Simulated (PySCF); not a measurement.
Members of one family of related compounds. The calculation used TDDFT B3LYP/def2-SVPD, vertical, gas phase, core orbitals frozen in the response (PySCF). Geometries: PBE0-D3(BJ)/def2-SVP; one conformer of each isolated species. Triplets are in the Tamm–Dancoff approximation. 'Strongest' means the level of largest summed f among the lowest 10 singlets; it needn't be the same kind of state in each. Relativistic effects are left out although some hold elements past zinc.

Task: Rank by computed lowest singlet excitation energy, lowest first.
A. `C#CP1(=S)CCOCC1`
B. `C1CP(C#C)(=[Se])CCO1`
C. `C1OCCP(C1)(C#C)=O`
D. `C1C[P+]([AlH3-])(CCO1)C#C`

Result: B (4.09 eV), A (4.62 eV), D (5.23 eV), C (5.69 eV).

```json
{"SMILES": "C#CP1(=[Se])CCOCC1", "S1 (eV)": "4.09", "LUMO (eV)": "-0.94", "strongest (eV)": "5.36", "α (au)": "128.1", "f (strongest)": "0.04", "HOMO (eV)": "-5.97", "S1 mainly": "H→L (98%)"}
{"SMILES": "C#CP1(=S)CCOCC1", "S1 (eV)": "4.62", "LUMO (eV)": "-0.82", "strongest (eV)": "4.88", "α (au)": "118.7", "f (strongest)": "0.03", "HOMO (eV)": "-6.39", "S1 mainly": "H→L (99%)"}
{"SMILES": "C#C[P+]1([AlH3-])CCOCC1", "S1 (eV)": "5.23", "LUMO (eV)": "-1.16", "strongest (eV)": "5.73", "α (au)": "133.0", "f (strongest)": "0.07", "HOMO (eV)": "-7.33", "S1 mainly": "H-2→L (63%)"}
{"SMILES": "C#CP1(=O)CCOCC1", "S1 (eV)": "5.69", "LUMO (eV)": "-0.77", "strongest (eV)": "6.10", "α (au)": "96.1", "f (strongest)": "0.02", "HOMO (eV)": "-7.55", "S1 mainly": "H→L (97%)"}
```

H and L stand for HOMO and LUMO.
